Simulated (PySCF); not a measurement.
Be(Br)(OMe) (CH₃BeBrO), SMILES C[O][Be][Br].

The structure is a stationary point at ωB97X-D3(BJ)/def2-SVP. One conformer was computed; it need not be the lowest.

These are TDDFT-B3LYP/def2-SVPD run with PySCF 2.14.0 values and carry that method's errors.

Vertical excitations; the highest root listed may be one member of a degenerate set. Gas-phase values at a fixed geometry. State labels are in the subgroup Cs.

Computed excitation energies, oscillator strengths and character:
```csv
state,symmetry,energy (eV),λ (nm),f,main pairs
S1,A",6.58,189,0.026,HOMO→LUMO (degenerate set)
S2,A',6.58,189,0.026,HOMO−1→LUMO (degenerate set)
S3,A",7.22,172,0.000,"HOMO→LUMO+1 48 %, HOMO−1→LUMO+2 48 %"
S4,A",7.26,171,0.001,"HOMO−1→LUMO+2, HOMO→LUMO+1 (degenerate set)"
S5,A',7.26,171,0.001,"HOMO−1→LUMO+1, HOMO→LUMO+2 (degenerate set)"
S6,A",7.29,170,0.052,HOMO−2→LUMO (degenerate set)
S7,A',7.29,170,0.052,HOMO−3→LUMO (degenerate set)
S8,A",7.75,160,0.001,HOMO→LUMO+3 (degenerate set)
S9,A',7.75,160,0.001,HOMO−1→LUMO+3 (degenerate set)
S10,A",7.86,158,0.000,"HOMO−2→LUMO+1 48 %, HOMO−3→LUMO+2 48 %"
T1,A',6.39,194,0,HOMO−1→LUMO (degenerate set)
T2,A",6.39,194,0,HOMO→LUMO (degenerate set)
T3,A',6.89,180,0,"HOMO−1→LUMO+1 46 %, HOMO→LUMO+2 46 %"
T4,A',6.99,177,0,HOMO−3→LUMO 90 %
```
Triplets are in the Tamm–Dancoff approximation, which puts them higher than full response would, so one can lie above its singlet here.
